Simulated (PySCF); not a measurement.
Si(H)(F)(Cl)(NH2) (ClFH3NSi), SMILES [SiH](Cl)(F)N. The structure is a stationary point at B3LYP-D3(BJ)/def2-SVP. The values are those of a single conformer.

Method: B3LYP-D3(BJ)/def2-SVP run with PySCF 2.14.0.

Harmonic wavenumbers (cm⁻¹): 147, 249, 276, 328, 354, 543, 708, 838, 879, 897, 960, 1529, 2311, 3578, 3676. Rotational constants (GHz): 6.206, 3.428, 2.450; symmetry number 1.

Problem. Work out the zero-point energy and the ideal-gas rigid-rotor harmonic-oscillator thermochemistry at 298.15 K and 1 atm.

Solution. ZPE = ½ Σ hcν = ½ × 17274 cm⁻¹ = 103.32 kJ/mol. H − E(el) = 120.75 kJ/mol. Entropy in J/(mol K): translation 166.13, rotation 109.73, vibration 41.29, total 317.14. G − E(el) = 26.20 kJ/mol. Cp = 86.24 J/(mol K). Modes under 150 cm⁻¹ make the vibrational entropy uncertain.
